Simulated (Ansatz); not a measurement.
Abridged output of a molecular run in Ansatz:

```
Functional definition: HF
1644 factors; integrals over basis functions are off by at most 1.1e-3 eV
mean field evaluation 1: about -5836.7700 eV, gradient 4.3e1 eV
mean field evaluation 2: about -5836.9863 eV, gradient 4.3e1 eV
mean field evaluation 4: about -5841.3405 eV, gradient 4.8e0 eV
mean field evaluation 8: about -5841.4107 eV, gradient 2.2e-1 eV
mean field -5841.41093278 eV, -214.6678923290 hartree, gradient 1.7e-6 eV, S^2 0.000000; 0 other end points of the search recorded, 0 dependent functions left out
5 core orbitals not correlated: weight in the atoms' cores, before any rotation towards them, 1.000 or more for the frozen orbitals, at most 0.000 for the correlated occupied ones
reference -5841.41093278 eV, -214.6678923290 hartree; 15, 15 occupied and 261, 261 virtual orbitals, 1644 factors
second order -23.99835690 eV of doubles, -0.00000000 eV of singles
cycle   1  -24.60624727 eV  change   -6.1e-1 eV  update   9.6e-2
cycle   2  -25.18909783 eV  change   -5.8e-1 eV  update   2.7e-2
cycle   3  -25.29279023 eV  change   -1.0e-1 eV  update   1.4e-2
cycle   4  -25.28208923 eV  change    1.1e-2 eV  update   4.2e-3
cycle   5  -25.28336814 eV  change   -1.3e-3 eV  update   2.2e-3
cycle   6  -25.28336265 eV  change    5.5e-6 eV  update   6.1e-4
cycle   7  -25.28302426 eV  change    3.4e-4 eV  update   1.9e-4
cycle   8  -25.28300424 eV  change    2.0e-5 eV  update   5.9e-5
cycle   9  -25.28300791 eV  change   -3.7e-6 eV  update   1.7e-5
perturbative correction -0.98334557 eV, -0.0361372832 hartree
Total energy: -5867.67728626 eV, -215.6331630154 hartree
```

Its atoms:

Cartesian coordinates in Å:
```
B 0.990 1.703 -1.379
N 0.746 0.553 -0.655
C -0.486 -0.195 -0.588
C -0.867 -0.500 0.850
N 0.195 -1.267 1.485
H 2.071 2.214 -1.309
H 0.113 2.163 -2.057
H 1.453 0.154 -0.051
H -0.388 -1.144 -1.135
H -1.275 0.379 -1.078
H -0.973 0.445 1.391
H -1.848 -0.997 0.863
H 0.179 -2.230 1.171
H 0.090 -1.279 2.491
```

Task: Which basis set was used?
A. cc-pV(D+d)Z
B. cc-pV(Q+d)Z
C. def2-QZVPP
D. def2-TZVPP

Result: D. It gives 281 functions.

Task: Write the keys of the input that set method, charge and spin (a neutral closed shell needs none for the last two).

Result: 
```yaml
correlation: {method: ccsd_t}
```
